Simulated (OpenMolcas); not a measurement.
How methods differ on CH5FOSn (SMILES [CH3][SnH]([OH])[F])

CH5FOSn has 9 atoms, charge 0, and is taken as a singlet. As SMILES, `[CH3][SnH]([OH])[F]`. The coordinates come from a PBE0-D4/def2-TZVP relaxation. This is one conformer, not always the lowest.

Quantity: the vertical ionisation energy (to the doublet cation), in eV. The values are calculated.

```
                           level           kind     program  value (eV)  CPU time (all runs)
    HF/def2-SVP (core potential)   Hartree–Fock  OpenMolcas        9.80                 27 s
 SVWN5/def2-SVP (core potential)            LDA  OpenMolcas       10.15                 58 s
  BLYP/def2-SVP (core potential)            GGA  OpenMolcas        9.82              1.7 min
revPBE/def2-SVP (core potential)            GGA  OpenMolcas        9.92              1.7 min
 M06-L/def2-SVP (core potential)       meta-GGA  OpenMolcas       10.20              2.3 min
  TPSS/def2-SVP (core potential)       meta-GGA  OpenMolcas       10.02              2.3 min
 B3LYP/def2-SVP (core potential)  global hybrid  OpenMolcas       10.41                 94 s
 BHLYP/def2-SVP (core potential)  global hybrid  OpenMolcas       10.72                 87 s
```

Spin-orbit coupling, which can split open shells on such heavy atoms by tenths of an eV, is left out. The values span 9.80 to 10.72 eV. CPU times are rough (shared hosts, several kinds of processor): they show what a rung costs within a factor of a few.
